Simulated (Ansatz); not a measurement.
System: CClF₂ (charge 0, doublet). It need not be the lowest isomer of its formula. SMILES: F[C](F)Cl
Geometry from a B3LYP-D3(BJ)/def2-TZVP (Ansatz, a program for electronic structure) optimisation:
```xyz
4

F     -0.6757    -0.8668    -1.0511
C     -0.5315    -0.0647    -0.0088
F     -0.7280    -0.7321     1.1165
Cl     0.9307     0.8693    -0.0315
```
Charge 0, spin multiplicity 2.

Computed values are from Ansatz. Correlated levels leave the core frozen unless marked. UHF or UKS for open shells. No spin-orbit coupling. Non-relativistic. Basis-set limits of correlation are two-point, X^-3; Hartree-Fock from the larger set. [CCSD(T)-MP2]/basis is that difference in the basis named.

What is the vertical electron affinity (to the singlet; negative means unbound) at RI-MP2/CBS(aug-cc-pV(T+d)Z,aug-cc-pV(Q+d)Z)+[CCSD(T)-MP2]/aug-cc-pV(D+d)Z?

0.72 eV.

What is the atomisation energy De at RI-MP2/CBS(cc-pV(T+d)Z,cc-pV(Q+d)Z)+[CCSD(T)-MP2]/cc-pV(T+d)Z?

1286.6 kJ/mol.

What is the vertical ionisation energy (to the singlet) at RI-MP2/CBS(aug-cc-pV(T+d)Z,aug-cc-pV(Q+d)Z)+[CCSD(T)-MP2]/aug-cc-pV(D+d)Z?

10.08 eV.

What is the dipole moment at CCSD(T)/aug-cc-pV(D+d)Z?

0.44 D.

What is the total energy at RI-MP2/CBS(cc-pV(T+d)Z,cc-pV(Q+d)Z)+[CCSD(T)-MP2]/cc-pV(T+d)Z?

-697.3195 Eh.
